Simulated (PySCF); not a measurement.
Trichlorogallium, GaCl3.
Structure used (PBE0-D3(BJ)/def2-SVP), in Å, numbered top down from 1:
```xyz
4
GaCl3 angstrom
Cl    -1.7397   -1.5788   -0.0771
Ga    -0.3046   -0.0203   -0.0751
Cl     1.7680   -0.4662   -0.0700
Cl    -0.9729    1.9905   -0.0746
```

Theory: PBE0-D3(BJ)/def2-SVP geometry optimisation, gas phase (PySCF 2.14.0).

Q: Which atoms are bound to Ga2, and at what distances?

A: 3 atoms: Cl1 2.119 Å, Cl4 2.119 Å, Cl3 2.120 Å.

Q: List the angles at Ga2.

A: 
| angle | degrees | distance of the outer atoms (Å) |
| --- | --- | --- |
| Cl3–Ga2–Cl4 | 120.5 | 3.68 |
| Cl1–Ga2–Cl3 | 120.5 | 3.68 |
| Cl1–Ga2–Cl4 | 119.0 | 3.65 |

Q: What is the shape at Ga2?

A: Planar: angles 120.5°, 120.5° and 119.0°, sum 360.0°, 0.00 Å off the plane of its three neighbours.

Point group: D3h (tolerance 0.08 Å). Charge 0, singlet. Whether it is a minimum is left open (no frequencies).
